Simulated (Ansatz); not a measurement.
Species: C₄H₆O, SMILES `C=CC(C)=O` (C–C–C–O torsion 0°) (charge 0, multiplicity 1).

### Question
Give a relaxed geometry from Ansatz (a program for electronic structure) with B3LYP-D3(BJ)/def2-TZVP.

### Answer
This is not unique; one that fits is the end point of this relaxation, one of several conformers (outside a Z-matrix the atoms follow the SMILES, hydrogens last).
Cartesian coordinates (Å) in one orientation:
```xyz
11

C      2.033    -0.225    -0.036
C      0.761    -0.178    -0.419
C     -0.334     0.165     0.537
C     -1.732     0.175    -0.034
O     -0.114     0.420     1.702
H      2.297    -0.011     0.992
H      2.828    -0.474    -0.726
H      0.479    -0.390    -1.444
H     -1.794     0.892    -0.857
H     -2.451     0.435     0.738
H     -1.972    -0.807    -0.451
```
